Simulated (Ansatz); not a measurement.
`CO[SiH](O)O[SiH3]`. Charge 0, multiplicity 1.

```xyz
14

C     1.3425    0.3584    1.9285
O     0.1418    0.7831    1.3236
Si   -0.8675   -0.2013    0.5028
O    -2.1576    0.6995    0.0739
O    -0.1934   -0.7990   -0.8458
Si    0.0204   -0.4913   -2.4428
H     2.1127    0.1610    1.1765
H     1.6943    1.1531    2.5880
H     1.1965   -0.5487    2.5259
H    -1.2308   -1.3601    1.3436
H    -2.3466    1.4734    0.6059
H     1.1795   -1.2939   -2.9051
H    -1.1901   -0.8847   -3.2059
H     0.2985    0.9504   -2.6689
```

Problem. Give the diagnostics of a CCSD(T)/def2-TZVPP run (frozen core, Ansatz). (Best estimate.)

Solution. Ansatz gave: T1 = 0.0115, largest single amplitude 0.011, largest double 0.014, (T) share of the correlation energy 3.3 %, 9 CCSD cycles. The RHF solution is stable towards an unrestricted one. T1 lies under the customary mark of 0.02 for closed shells.
